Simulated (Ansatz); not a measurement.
The cluster BaSe2⁻ (the lowest doublet isomer of a short search). The state is a doublet with charge -1. Geometry PBE-D4/def2-TZVPD, basis def2-TZVPD, Ansatz.

Cartesian coordinates in Å:
```
Ba -0.001 -0.002 -0.002
Se -1.806 2.047 -0.831
Se 1.807 -2.045 0.833
```

```csv
run,HOMO (eV),LUMO (eV)
A,-0.50,0.05
B,-2.72,2.98
C,-1.97,1.10
D,-1.57,0.49
```

In the def2 sets Ba takes a core potential; there is no spin–orbit coupling. The structure comes from a short search, and lower isomers may exist.

HOMO and LUMO are taken over both spins.

Question: The runs used BHLYP, BLYP, HF, PBE0. Estimate which is which.

Answer: A BLYP (0 % exact exchange); B HF (100 % exact exchange); C BHLYP (50 % exact exchange); D PBE0 (25 % exact exchange). Exact exchange lowers occupied and raises empty levels; among semilocal functionals meta-GGAs tend to open the gap a little, and such runs are hard to tell apart. The gap grows from 0.54 eV (BLYP) to 5.70 eV (HF).
